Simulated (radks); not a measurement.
Problem. Re IV, 72 electrons, occupied as [Xe] 4f14 5d4 (the NIST ground configuration). Method: Dirac Kohn-Sham, PBEsol, spin-unpolarised, spherical densities, point nucleus; open shells fill j = l - 1/2 first; computed with a radial shooting solver on a logarithmic mesh with Libxc functionals. Some entries of the table are withheld. Estimate them.

orbital  occ.  eigenvalue (hartree)  <r> (bohr)  <1/r> (bohr^-1)
1s1/2       2             -2630.022     0.01804            88.79
2s1/2       2             -456.5725     0.07559            21.64
2p1/2       2             -436.9098     0.06247            21.60
2p3/2       4             -384.0260     0.07055            18.04
3s1/2       2             -106.5180      0.1970              (1)
3p1/2       2                   (2)      0.1870            7.857
3p3/2       4                   (3)      0.2019            6.934
3d3/2       4             -71.54343      0.1765              (4)
3d5/2       6             -69.05032      0.1811              (5)
4s1/2       2             -23.06964      0.4405            3.343
4p1/2       2             -19.41349      0.4451            3.233
4p3/2       4             -16.73102      0.4786            2.911
4d3/2       4             -10.73138      0.4935            2.699
4d5/2       6             -10.23580      0.5049            2.622
5s1/2       2              -4.20153       1.034            1.309
5p1/2       2              -3.09176       1.131            1.182
5p3/2       4              -2.68189       1.228            1.071
4f5/2       6              -2.68156      0.5756              (6)
4f7/2       8              -2.58914      0.5843              (7)
5d3/2       4              -1.22800       1.656           0.7793
5d5/2       0              -1.18741       1.702           0.7562

Solution. 
(1) 3s1/2 <1/r> (bohr^-1): 7.943
(2) 3p1/2 eigenvalue (hartree): -97.74797
(3) 3p3/2 eigenvalue (hartree): -86.26462
(4) 3d3/2 <1/r> (bohr^-1): 6.830
(5) 3d5/2 <1/r> (bohr^-1): 6.613
(6) 4f5/2 <1/r> (bohr^-1): 2.181
(7) 4f7/2 <1/r> (bohr^-1): 2.150
